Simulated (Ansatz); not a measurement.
Basis-set series for C₂H₅AsO₂, SMILES `CC(=O)O[AsH2]`. The species carries charge 0 and has multiplicity 1. Geometry: relaxed with PBE0-D4/def2-TZVP.

```
functional       basis  functions  energy (Eh)  HOMO (eV)  LUMO (eV)
   PBE0-D4    def2-SVP        113  -2464.59142      -7.67      -0.53
   PBE0-D4  def2-TZVPP        242  -2465.13530      -7.74      -0.73
   ωB97M-V    def2-SVP        113  -2464.89822      -9.86       1.57
   ωB97M-V  def2-TZVPP        242  -2465.45018      -9.96       1.25
```

Q: Give the rows for def2-QZVPP. (Estimate.)

A: Ansatz gave: 
| functional | basis | functions | energy (Eh) | HOMO (eV) | LUMO (eV) |
| --- | --- | --- | --- | --- | --- |
| PBE0-D4 | def2-QZVPP | 467 | -2465.19634 | -7.78 | -0.88 |
| ωB97M-V | def2-QZVPP | 467 | -2465.50949 | -10.00 | 0.91 |

Positive LUMOs are unbound and depend on the basis. Scalar relativity is left out up to krypton.
